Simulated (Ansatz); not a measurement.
`B[O][Ga]([Cl])[O][SiH3]` and `C[CH](C)[Ga]([Cl])[O][SiH3]` differ in one atom or group.

Ansatz, PBE0-D4/def2-TZVP geometries, multiplicity 1. Each molecule was computed in one conformer, which needn't be the lowest.

Scalar relativity is left out up to krypton.

```json
{"property": "LUMO energy (ωB97M-V/def2-TZVPP) / eV", "`B[O][Ga]([Cl])[O][SiH3]`": "0.21"}
{"property": "size of the dipole moment (PBE/def2-TZVPP) / D", "`B[O][Ga]([Cl])[O][SiH3]`": "0.53"}
{"property": "HOMO–LUMO gap (B3LYP/def2-TZVPP) / eV", "`B[O][Ga]([Cl])[O][SiH3]`": "6.22"}
{"property": "HOMO energy (B3LYP/def2-TZVPP) / eV", "`B[O][Ga]([Cl])[O][SiH3]`": "-8.17"}
{"property": "LUMO energy (B3LYP/def2-TZVPP) / eV", "`B[O][Ga]([Cl])[O][SiH3]`": "-1.95"}
{"property": "HOMO–LUMO gap (ωB97M-V/def2-TZVPP) / eV", "`B[O][Ga]([Cl])[O][SiH3]`": "10.89"}
```

Problem. Give the same properties after the change, and the shifts. (An estimate is asked.)

Solution. The calculation gave: 
```csv
property,`C[CH](C)[Ga]([Cl])[O][SiH3]`,shift
LUMO energy (ωB97M-V/def2-TZVPP) / eV,0.75,0.54
size of the dipole moment (PBE/def2-TZVPP) / D,2.90,2.37
HOMO–LUMO gap (B3LYP/def2-TZVPP) / eV,6.76,0.54
HOMO energy (B3LYP/def2-TZVPP) / eV,-7.93,0.24
LUMO energy (B3LYP/def2-TZVPP) / eV,-1.17,0.78
HOMO–LUMO gap (ωB97M-V/def2-TZVPP) / eV,11.04,0.15
```

With PBE0 the HOMO rises by 0.24 eV and the LUMO rises by 0.73 eV, so the gap widens by about 0.49 eV. PBE moves the HOMO by 0.00 eV and ωB97M-V by 0.39 eV. Dipoles are sizes alone; their direction can turn.

B3LYP here is the variant with VWN-RPA as its local correlation; programs differ in this.
